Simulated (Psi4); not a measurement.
C3H2N, charge -1, singlet, at a GFN2-xTB geometry (a gas-phase anion, which may not be bound at this level). Base run: TPSS/STO-3G (Psi4 1.11).

Geometry (Å):
```xyz
6

C     -0.2909    -1.6893     0.0140
C      0.4977    -0.5808    -0.0017
C     -0.0375     0.7009    -0.0041
H      0.3716    -2.6178     0.0128
H      1.6195    -0.5333    -0.0142
N     -0.4296     1.7951    -0.0069
```
Charge -1, spin multiplicity 1.
All else is at Psi4's defaults (density fitting).
Base energy -167.95975 Eh.

Variants of this job, named by their change:

| change | ΔE vs base (mEh) | SCF cycles | grid points | basis functions | outcome |
|---|---|---|---|---|---|
| base | 0.000 | 8 | 127476 | 22 | converged |
| e_convergence = 1e-8 | 0.000 | 9 | 127476 | 22 | converged |
| dft_basis_tolerance = 1e-8 | 0.000 | 8 | 124454 | 22 | converged |
| ints_tolerance = 1e-8 | 0.000 | 8 | 127476 | 22 | converged |
| df_basis_scf = cc-pvqz-jkfit | 1.179 | 8 | 127476 | 22 | converged |
| guess = core | 0.000 | 12 | 127476 | 22 | converged |
| dft_nuclear_scheme = stratmann | -0.001 | 8 | 119108 | 22 | converged |
| basis_guess = true | 0.000 | 8 | 127476 | 22 | converged |
| soscf = true | - | - | - | 22 | stopped with an error |
| dft_spherical_points = 434 | -0.001 | 8 | 183108 | 22 | converged |
| cholesky_tolerance = 1e-6 (with scf_type cd) | 1.283 | 8 | 127476 | 22 | converged |
| dft_radial_points = 50 | -0.016 | 8 | 86306 | 22 | converged |
| dft_nuclear_scheme = becke | -0.005 | 8 | 127031 | 22 | converged |

A gas-phase anion may not be bound at this level; its values then depend on the basis.

- soscf = true: ended with `Fatal Error: Vx: RKS does not support rotated V builds for MGGA's`
